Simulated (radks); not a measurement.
Task: Excited configurations of Ru I: one electron is placed in a higher orbital outside [Kr] 4d7. The ground configuration is [Kr] 4d7 5s1. Calculated with a radial shooting solver on a logarithmic mesh with Libxc functionals: scalar-relativistic Kohn-Sham, r2SCAN, spin-polarised, spherical densities, finite nucleus; open shells are filled with parallel spins first (spin-orbit coupling, left out, can overturn this in heavy ions); meta-GGA in the generalised Kohn-Sham scheme; Fermi nuclear charge, rms radius 4.4809 fm. Excitation = E - E(ground); binding = E(ion) - E, where the ion is the core of charge +1; n* = 1/sqrt(2 binding) in atomic units, and the quantum defect is n - n*.

| outer orbital | excitation (eV) | binding (eV) | n* | quantum defect | eigenvalue (eV) | <r> (bohr) |
|---|---|---|---|---|---|---|
| 6s | 5.266 | 2.437 | 2.363 | 3.637 | -1.488 | 8.785 |
| 6p | 5.993 | 1.711 | 2.820 | 3.180 | -1.020 | 11.75 |
| 7s | 6.476 | 1.227 | 3.330 | 3.670 | -0.771 | 17.18 |
| 7d | 7.092 | 0.611 | 4.719 | 2.281 | -0.375 | 33.15 |

Estimate the row for 7p.

Result: excitation (eV) 6.728; binding (eV) 0.976; n* 3.734; quantum defect 3.266; eigenvalue (eV) -0.607; <r> (bohr) 21.54. The Delta-SCF ionisation energy is 7.703 eV (NIST Atomic Spectra Database: 7.361 eV, measured). Self-interaction in the functional shifts the binding energies and quantum defects, so they are the method's values and not measured ones. Open shells are spherical and high-spin; term and fine-structure splittings are not resolved.
